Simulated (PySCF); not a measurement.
CH₂N, SMILES [NH+]#C, charge +1. Geometry optimised at PBE0-D3(BJ)/def2-TZVPD. The isomer is the one that the SMILES or the coordinates give; other isomers of the formula were not compared.

TDA-PBE0/def2-TZVPD (PySCF) puts the lowest singlet excitations at 8.62, 8.99, 8.99, 12.74, 12.74, 13.79 eV.

Problem. What are the lowest excitation roots from ADC(2)/aug-cc-pVDZ (PySCF 2.14.0)? (The exact figures need the calculation; the answer reports its results.)

Solution. 9.26, 9.69, 9.69, 13.40, 13.40, 13.85 eV. S1 differs by 0.64 eV (second minus first; roots are paired by order, and the bases may differ).
